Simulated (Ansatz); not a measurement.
Reaction (homolysis of the O–Si bond): `CB(F)O[SiH3]` → `CB([O])F`• + `[SiH3]`•

Calculated with Ansatz (gas phase, PBE0-D4/def2-TZVP geometries, no zero-point term in ΔE). CCSD(T)/CBS adds triple-zeta CCSD(T) − MP2 to the extrapolated MP2 energy (def2 sets, frozen cores). This one scheme is used for every species. DFT in def2-TZVPP. Open shells (•) are unrestricted, without spin–orbit coupling. One conformer a species, not always the lowest.

| level | ΔE (eV) |
| --- | --- |
| B97M-V | 5.17 |
| HF/def2-QZVPP | 4.13 |

Task: What does CCSD(T)/CBS give? (Best estimate.)

Result: Computed: +5.50 eV. The listed levels differ from it by -0.33, -1.37 eV.

Largest T1 diagnostic among the species: 0.018.

From PBE to PBE0 (25 % exact exchange), in def2-TZVPP and without D4, ΔE moves by +0.11 eV. The D4 term adds +0.11 eV with B3LYP and +0.06 eV with PBE0; it sums over pairs of atoms, weighted by their polarisabilities, and B3LYP, whose exchange is more repulsive, gets the larger term.

B3LYP here is the variant with VWN-RPA as its local correlation; programs differ in this.
